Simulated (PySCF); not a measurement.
Molecule: `C1=CC([N+]#[C-])=CC=C1`, C₇H₅N.

Geometry:
| atom | x (Å) | y (Å) | z (Å) |
| --- | --- | --- | --- |
| C1 | 3.983 | -0.095 | -0.259 |
| N2 | 2.807 | -0.114 | -0.254 |
| C3 | 1.429 | -0.138 | -0.248 |
| C4 | 0.759 | -1.367 | -0.219 |
| C5 | -0.632 | -1.385 | -0.212 |
| C6 | -1.352 | -0.190 | -0.235 |
| C7 | -0.677 | 1.031 | -0.264 |
| C8 | 0.714 | 1.065 | -0.270 |
| H9 | 1.338 | -2.291 | -0.202 |
| H10 | -1.158 | -2.342 | -0.190 |
| H11 | -2.444 | -0.210 | -0.230 |
| H12 | -1.238 | 1.968 | -0.281 |
| H13 | 1.258 | 2.010 | -0.293 |

Geometry PBE0-D3(BJ)/def2-SVP throughout; GIAO in PySCF 2.14.0 with density-fitted response routines, gas phase, one conformer, non-relativistic; equivalent atoms averaged; basis pcSseg-1.

For orientation, CAM-B3LYP gives these absolute shieldings σ: C1 -14.8, C5/C7 44.1, C4/C8 45.0, C6 45.0, C3 45.6, N2 59.4, H9/H13 23.79, H10/H12 23.84, H11 23.91 ppm.

A run gave: C1 -12.6, C5/C7 48.3, C4/C8 49.4, C6 49.0, C3 50.1, N2 66.1, H9/H13 23.61, H10/H12 23.64, H11 23.71 ppm (absolute shieldings σ).

Which functional was used in that run?
A. BHandHLYP
B. B97-D
C. KT2
D. wB97X-D
E. LC-wPBE

Results:

E. H11 tells them apart best: LC-wPBE gives 23.71, wB97X-D gives 23.91, KT2 gives 24.04, BHandHLYP gives 24.03, B97-D gives 24.17 ppm.
